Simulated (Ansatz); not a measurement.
Consider the homolysis of the B–Si bond: `NB(F)[SiH3]` → `N[B]F`• + `[SiH3]`•.

Gas-phase electronic energies from Ansatz, PBE0-D4/def2-TZVP geometries. CCSD(T)/CBS is the MP2 limit (def2-TZVPP, def2-QZVPP) plus CCSD(T) − MP2 in def2-TZVPP, frozen cores. This one scheme is used for every species. DFT in def2-TZVPP. B3LYP here is the variant with VWN-RPA as its local correlation; programs differ in this. HSE06 is defined as in plane-wave codes. Open shells (•) are unrestricted, without spin–orbit coupling. One conformer a species, not always the lowest.

`NB(F)[SiH3]`:

Cartesian coordinates in Å:
```
N 0.051 -0.512 -1.571
B -0.271 -0.694 -0.230
F -0.858 -1.850 0.120
Si 0.107 0.708 1.190
H -0.139 -1.209 -2.274
H 0.492 0.321 -1.918
H -1.154 1.171 1.834
H 0.992 0.167 2.257
H 0.780 1.897 0.591
```

`N[B]F`•:

```xyz
5

N     0.222   -0.136   -0.460
B    -0.021   -0.251    0.898
F    -0.835    0.566    1.548
H     0.840   -0.756   -0.951
H    -0.206    0.576   -1.035
```

`[SiH3]`•:

Cartesian coordinates in Å:
```
Si -0.247 0.208 -0.098
H -0.800 -0.677 0.959
H 0.866 1.043 0.425
H 0.181 -0.575 -1.287
```

| level | ΔE (kJ/mol) | difference from CCSD(T)/CBS |
| --- | --- | --- |
| PBE-D4 | 364.0 | -16.9 |
| revPBE-D4 | 353.6 | -27.3 |
| BLYP-D4 | 357.2 | -23.7 |
| r2SCAN-D4 | 349.0 | -31.9 |
| B97M-V | 377.2 | -3.7 |
| PBE0-D4 | 365.0 | -15.9 |
| B3LYP-D4 | 363.9 | -17.0 |
| r2SCANh-D4 | 349.2 | -31.7 |
| r2SCAN0-D4 | 349.6 | -31.3 |
| HSE06-D4 | 364.9 | -16.0 |
| BHLYP-D4 | 365.1 | -15.8 |
| CAM-B3LYP-D4 | 368.5 | -12.4 |
| PBE-QIDH | 369.2 | -11.7 |
| PBE | 358.0 | -22.9 |
| revPBE | 339.4 | -41.5 |
| BLYP | 344.6 | -36.3 |
| r2SCAN | 347.4 | -33.5 |
| PBE0 | 359.7 | -21.2 |
| B3LYP | 354.2 | -26.7 |
| r2SCANh | 347.5 | -33.4 |
| HSE06 | 359.9 | -21.0 |
| BHLYP | 357.0 | -23.9 |
| CAM-B3LYP | 363.0 | -17.9 |
| LC-ωPBE | 360.0 | -20.9 |
| RPA@PBE/def2-TZVPP | 359.6 | -21.3 |
| HF/def2-SVP | 281.4 | -99.5 |
| MP2/def2-SVP | 359.0 | -21.9 |
| CCSD/def2-SVP | 356.6 | -24.3 |
| CCSD(T)/def2-SVP | 361.6 | -19.3 |
| HF/def2-TZVPP | 275.2 | -105.7 |
| MP2/def2-TZVPP | 370.2 | -10.7 |
| SCS-MP2/def2-TZVPP | 374.9 | -6.0 |
| CCSD/def2-TZVPP | 364.8 | -16.1 |
| CCSD(T)/def2-TZVPP | 371.5 | -9.4 |
| HF/def2-QZVPP | 274.2 | -106.7 |
| MP2/def2-QZVPP | 375.3 | -5.6 |
| SCS-MP2/def2-QZVPP | 380.9 | 0.0 |
| HF/CBS(def2) | 274.1 | -106.8 |
| MP2/CBS(def2) | 379.7 | -1.2 |
| CCSD/CBS(def2) | 374.2 | -6.7 |
| CCSD(T)/CBS | 380.9 | 0 |

Largest T1 diagnostic among the species: 0.015.

In def2-TZVPP, CCSD(T) changes the Hartree–Fock value by +96.3 kJ/mol (the triples alone add +6.7 kJ/mol) and MP2 by +95.0 kJ/mol; breaking electron pairs costs correlation energy, which Hartree–Fock lacks. Leaving LDA and LC-ωPBE aside and taking each functional with its dispersion term where it has one, the values, not all of them listed here, spread over 37.9 kJ/mol, from r2SCAN-D4 to ωB97X-V. LDA lies +51.0 kJ/mol from PBE without D4, its usual overbinding.
